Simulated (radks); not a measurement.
The numbers below are computed, except where a source is named.
How relativity changes the ionisation of the osmium ion Os+ ([Xe] 4f14 5d6 6s1) to Os2+ ([Xe] 4f14 5d6). Spin-unpolarised spherical Kohn-Sham, LDA (Slater exchange, Perdew-Wang correlation), point nucleus unless stated (finite: rms radius 5.4126 fm), a radial shooting solver on a logarithmic mesh with Libxc functionals. A level marked "c x" has the speed of light scaled by that factor and shares open shells by 2j + 1; other Dirac levels either fill j = l - 1/2 first or share by 2j + 1.

level                               E(Os+) (hartree)  E(Os2+) (hartree)  IE (eV)   HOMO  <r> HOMO (bohr)
non-rel.                                 -16285.9565        -16285.4027   15.070     6s            3.055
scalar-rel.                              -17243.6547        -17243.0198   17.276     6s            2.762
scalar-rel., finite nucleus              -17240.5382        -17239.9035   17.270     6s            2.763
Dirac, 2j+1 shares                       -17271.5315        -17270.8966   17.277  6s1/2            2.763
Dirac, low j first                       -17271.5958        -17270.9640   17.192  6s1/2            2.771
Dirac, 2j+1 shares, finite nucleus       -17268.3834        -17267.7487   17.271  6s1/2            2.764
Dirac, c x 0.75                          -18361.2908        -18360.5528   20.081  5d5/2            1.853
Dirac, c x 1.5                           -16683.9903        -16683.4052   15.922  6s1/2            2.932
Dirac, c x 2                             -16503.2082        -16502.6375   15.529  6s1/2            2.987

NIST Atomic Spectra Database: 17 eV (semi-empirical). The relativistic part of the total energy of Os+ is -982.4 hartree (Dirac, 2j+1 shares, finite nucleus), 6 % of the non-relativistic value. Spin polarisation and multiplet splitting of open shells are left out at every level.

Beside tabulated values, note that relativity, absent from the non-relativistic runs, is large for the heavy elements, and spin-unpolarised runs miss the spin-polarisation part of the exchange energy of open shells.
